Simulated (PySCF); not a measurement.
(1Z)-1-chloro-2-fluorobuta-1,3-diene (C4H4ClF), SMILES C=C/C(F)=C/Cl.

The structure is a stationary point at B3LYP-D3(BJ)/def2-SVP. One conformer was computed; it need not be the lowest.

Two levels are set side by side: PBE/def2-TZVP (PySCF) and CAM-B3LYP/def2-TZVP (PySCF). Same geometry, gas phase. Differences are taken from unrounded values.

```tsv
quantity	CAM-B3LYP	PBE	PBE minus CAM-B3LYP
orbital gap (eV)	7.82	3.59	-4.23
highest occupied level (eV)	-8.08	-5.80	2.28
lowest empty level (eV)	-0.27	-2.21	-1.95
dipole moment (D)	2.35	2.00	-0.35
mean polarisability (bohr³)	67.2	70.0	2.8
```

Without exact exchange PBE keeps part of each electron's self-repulsion, which lifts occupied levels and narrows the gap. Loosely held outer electrons make PBE densities more polarisable. Differences between two approximate levels are no errors against the true value.

Rough cost on one machine, each run with all the roots and properties that it gave: CAM-B3LYP against PBE within a factor of 2.
